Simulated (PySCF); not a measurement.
Basis set benchmark on one molecule

Molecule: `C1=CC=CC=C1C`, C7H8.

Numbering as in the mapped SMILES `[CH3:1][c:2]1[cH:3][cH:4][cH:5][cH:6][cH:7]1` (H(Xn): hydrogen on atom n).

Geometry PBE0-D3(BJ)/def2-SVP throughout; GIAO in PySCF, gas phase, one conformer, non-relativistic; equivalent atoms averaged; functional PBE0.

Reference values (estimated from measurements, as parent shift plus tabulated substituent increments; solution, not stated per compound (mostly CDCl3 or CCl4); Pretsch, Buehlmann, Badertscher, Structure Determination of Organic Compounds, 4th ed. (2009)): δ(C3/C7) = 129.2 ppm, δ(C4/C6) = 128.4 ppm, δ(C5) = 125.5 ppm, δ(H(C3)/H(C7)) = 7.17 ppm, δ(H(C4)/H(C6)) = 7.25 ppm, δ(H(C5)) = 7.17 ppm. Computed shifts are taken against TMS, calculated as an isolated molecule at each level.

Question: How do the basis sets STO-3G, pcSseg-0, 6-31G, 6-31G*, cc-pVDZ, def2-SVP, pcSseg-1, aug-cc-pVDZ, 6-311+G(2d,p), def2-TZVP, cc-pVTZ, IGLO-III perform against the reference? Times are CPU seconds on shared hosts with different chips, so compare them loosely.

Answer: 
```
    basis set  functions  C3/C7  C4/C6     C5  H(C3)/H(C7)  H(C4)/H(C6)  H(C5)  mean abs. error C  mean abs. error H  core-s
       STO-3G         43  112.0  110.6  109.6         6.87         7.02   6.94               17.0               0.25     4.1
     pcSseg-0         79  139.7  138.4  135.8         7.08         7.20   7.07               10.3               0.08     9.4
        6-31G         79  125.5  124.5  121.8         7.24         7.33   7.19                3.8               0.06     8.3
       6-31G*        114  123.3  122.2  119.6         7.12         7.21   7.08                6.0               0.06      12
      cc-pVDZ        138  128.7  128.2  125.1         7.15         7.21   7.11                0.4               0.04      20
     def2-SVP        138  127.4  126.3  123.4         7.09         7.15   7.00                2.0               0.12      19
     pcSseg-1        159  134.6  133.9  130.9         7.29         7.38   7.25                5.4               0.11      16
  aug-cc-pVDZ        233  127.8  127.1  124.2         7.46         7.52   7.38                1.3               0.26      45
6-311+G(2d,p)        237  132.8  132.0  128.9         7.43         7.49   7.38                3.5               0.24      38
    def2-TZVP        265  134.3  133.4  130.3         7.42         7.50   7.37                5.0               0.23      57
      cc-pVTZ        322  133.6  132.8  129.7         7.39         7.45   7.33                4.3               0.19      70
     IGLO-III        325  137.6  136.7  133.5         7.42         7.48   7.37                8.2               0.23      73
```

For $^{13}$C the closest is cc-pVDZ (0.4 ppm) and the furthest STO-3G (17.0 ppm).

For $^{1}$H the closest is cc-pVDZ (0.04 ppm, with 6-31G, 6-31G* practically level) and the furthest aug-cc-pVDZ (0.26 ppm). Where a smaller basis beats a larger one, errors probably cancel. One molecule is a small sample, and vibrational and solvent effects are absent from the calculation.

A small basis that lands close on one nucleus may do so by chance; judge by the trend and by all nuclei.
